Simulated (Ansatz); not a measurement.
`SC[TeH]` and `[SiH3]CS` differ in one atom or group.

Ansatz, PBE0-D4/def2-TZVP geometries, multiplicity 1. Each molecule was computed in one conformer, which needn't be the lowest.

Elements past krypton have def2 core potentials.

```tsv
property	`SC[TeH]`
zero-point energy (PBE0-D4/def2-TZVP) / kJ/mol	113.6
LUMO energy (ωB97M-V/def2-TZVPP) / eV	0.84
ideal-gas entropy at 298 K and 1 bar (rigid rotor, harmonic PBE0-D4/def2-TZVP) / J/(mol·K)	319
LUMO energy (B3LYP/def2-TZVPP) / eV	-1.22
HOMO energy (ωB97M-V/def2-TZVPP) / eV	-8.41
HOMO energy (B3LYP/def2-TZVPP) / eV	-6.07
```

(1) What does the change do to each property? (Estimate.)

Answers

(1) Ansatz gave: 
```json
{"property": "zero-point energy (PBE0-D4/def2-TZVP) / kJ/mol", "`[SiH3]CS`": "161.2", "shift": "47.6"}
{"property": "LUMO energy (ωB97M-V/def2-TZVPP) / eV", "`[SiH3]CS`": "1.70", "shift": "0.86"}
{"property": "ideal-gas entropy at 298 K and 1 bar (rigid rotor, harmonic PBE0-D4/def2-TZVP) / J/(mol·K)", "`[SiH3]CS`": "307", "shift": "-12"}
{"property": "LUMO energy (B3LYP/def2-TZVPP) / eV", "`[SiH3]CS`": "-0.23", "shift": "0.99"}
{"property": "HOMO energy (ωB97M-V/def2-TZVPP) / eV", "`[SiH3]CS`": "-9.06", "shift": "-0.65"}
{"property": "HOMO energy (B3LYP/def2-TZVPP) / eV", "`[SiH3]CS`": "-6.61", "shift": "-0.54"}
```

With PBE0 the HOMO falls by 0.55 eV and the LUMO rises by 1.00 eV, so the gap widens by about 1.55 eV. PBE moves the HOMO by -0.39 eV and ωB97M-V by -0.65 eV. The zero-point energy changes by 47.6 kJ/mol with +6 modes.

B3LYP here is the variant with VWN-RPA as its local correlation; programs differ in this.

Spin–orbit coupling is left out; it splits and shifts lone-pair levels of the heavy atoms by tenths of an eV.
